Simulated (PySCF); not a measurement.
Method: PBE-D3(BJ)/def2-TZVP // CAM-B3LYP-D3(BJ)/def2-TZVP (PySCF). All species are isolated molecules in the gas phase. One relaxed conformer stands for a flexible species; it need not be the lowest. 

Reference species (SMILES): `[CH3][Al]([SH])[CH3]` (C–Al–S–H torsion 179°) (neutral, multiplicity 1).

| Item | Value |
|---|---|
| S1 oscillator strength | 0.001 |
| HOMO–LUMO gap | 5.06 eV |

Changed species: `[CH3][Al]([CH3])[CH3]` (0 of 3 CH3 replaced by SH; the reference has 1 of 3 CH3 replaced by SH).

### Question
What does the change do to the S1 oscillator strength and HOMO–LUMO gap?

### Answer
the S1 oscillator strength is nearly the same; the HOMO–LUMO gap rises by 0.08 eV, to 5.14 eV.
